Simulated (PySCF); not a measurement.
**Correlation energy of S⁴⁺ (sulfur, charge +4)**

[Ne] 3s2, closed-shell 1S. Calculation: PySCF 2.14, in an uncontracted even-tempered set (20 s from 0.13 bohr⁻², ratio 2.5; 12 p from 0.17 bohr⁻², ratio 2.5; 5 d from 0.94 bohr⁻², ratio 2.7; 5 f from 1.4 bohr⁻², ratio 2.7); the spin-free X2C one-electron Hamiltonian (Gaussian nucleus). Frozen: 1s2; 10 electrons correlated; the 23 highest virtual orbitals of each spin left out.

```
  level  correlation energy (mhartree)
   CCSD                        -367.18
    (T)                          -3.32
CCSD(T)                        -370.50
```

Diagnostics: T1 = 0.0034, D1 = 0.0106, largest double amplitude 0.103.

Problem. Is a single reference adequate?

Solution. Mostly. T1 lies below 0.03, but a double amplitude of this size points to a near-degeneracy that CCSD handles and MP2 describes poorly.
